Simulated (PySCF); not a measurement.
**H₃WO + F₂ → HWO + 2 HF**

Level: PBE0 in the def2-TZVP basis family, computed in PySCF with density fitting; scalar-relativistic core potentials for atoms from Rb on, none lighter, no spin–orbit coupling; open shells unrestricted.

| species | state and structure | E (Eh) | ZPE (kJ/mol) | H(298 K) − H(0) (kJ/mol) | S° (J/(mol K)) |
| --- | --- | --- | --- | --- | --- |
| H₃WO | doublet, Cs, W–H 1.686 Å, W–H 1.740 Å (×2), W–O 1.673 Å; H–W–H 100.7° (×2), H–W–H 124.3°, H–W–O 96.1°, H–W–O 114.0° (×2) | -144.03002 | 57.0 | 14.0 | 299.8 |
| F₂ | singlet, D∞h, F–F 1.376 Å | -199.40856 | 6.6 | 8.7 | 201.9 |
| HWO | quartet, Cs, W–H 1.756 Å, W–O 1.684 Å; H–W–O 121.1° | -142.79939 | 20.7 | 10.5 | 272.4 |
| HF | singlet, C∞v, H–F 0.920 Å | -100.39188 | 24.9 | 8.7 | 173.6 |

Problem. What is the electronic reaction energy?

Solution. At PBE0/def2-TZVP, ΔE = -379.6 kJ/mol from the differences of the total energies times 2625.5, downhill. 

Problem. Add zero-point, thermal and entropy terms for 298.15 K and 1 bar.

Solution. ΔZPE = 6.9 and Δ[H(298) − H(0)] = 5.2 kJ/mol give ΔH° = -367.5 kJ/mol. ΔS° = 117.9 J/(mol K), so ΔG° = -367.5 − 298.15 × (0.1179) = -403 kJ/mol.

Spin–orbit coupling can matter for H₃WO, HWO and is left out. Open d or f shells are single determinants, so the state found may not be the ground state. The structures come from searches over a few start shapes, so lower isomers are not excluded.
